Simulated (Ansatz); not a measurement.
Which isomer of C2H9OSi+ gives these data?

These gas-phase data were calculated for one isomer of C2H9OSi+ at PBE-D3(BJ)/def2-SVP (harmonic, unscaled wavenumbers; equilibrium rotational constants with average atomic masses):

* rotational constants: 5.518, 4.989, 3.112 GHz
* all wavenumbers above 1500 cm⁻¹: 3694, 3607, 3095, 3095, 3069, 3068, 2979, 2977, 2230, 1564

Candidates:

(1) `C[SiH](C)[OH2+]`, a singlet
(2) `C[OH+][SiH2]C`, a singlet
(3) `CC[SiH2][OH2+]`, a singlet

Question: Which structure fits?

Answer: Candidate (1). 2 modes lie between 3300 and 4000 cm⁻¹, one for each O–H bond, while (2) has 1. 1 mode lies between 2000 and 2380 cm⁻¹, one for each Si–H bond, while (3) has 2.

The same quantities for all candidates:

|  | rotational constants (GHz) | wavenumbers above 1500 cm⁻¹ | E above the lowest, PBE-D3(BJ)/def2-SVP (kcal/mol) |
| --- | --- | --- | --- |
| (1) | 5.518, 4.989, 3.112 | 3694, 3607, 3095, 3095, 3069, 3068, 2979, 2977, 2230, 1564 | 0.0 |
| (2) | 9.605, 3.245, 2.752 | 3647, 3143, 3135, 3098, 3070, 3009, 2977, 2262, 2235 | 20.1 |
| (3) | 8.135, 3.461, 2.777 | 3695, 3609, 3087, 3078, 3007, 2990, 2955, 2256, 2226, 1563 | 16.9 |

Each candidate is one conformer. Programs: Ansatz 0.2.0.
